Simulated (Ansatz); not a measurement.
C$_{3}$H$_{7}$Ga, SMILES `C=C[CH2][GaH2]`, charge 0, multiplicity 1.

Q: Give a relaxed structure at PBE0-D4/def2-TZVP (Ansatz 0.2.0). (Estimate.)

A: The calculation gave: 
Z-matrix (Å, degrees):
```
C
C 1 1.464
Ga 1 2.295 2 60.5
C 1 1.354 2 125.1 3 -66.5
H 1 1.089 2 116.4 3 100.5
H 2 1.087 1 115.6 3 106.3
H 2 1.084 1 115.2 3 -118.7
H 3 1.561 1 104.3 2 119.9
H 3 1.561 1 116.5 2 -96.0
H 4 1.082 1 120.9 2 171.2
H 4 1.085 1 121.6 2 -14.7
```
This is one stationary point; other conformers may exist.
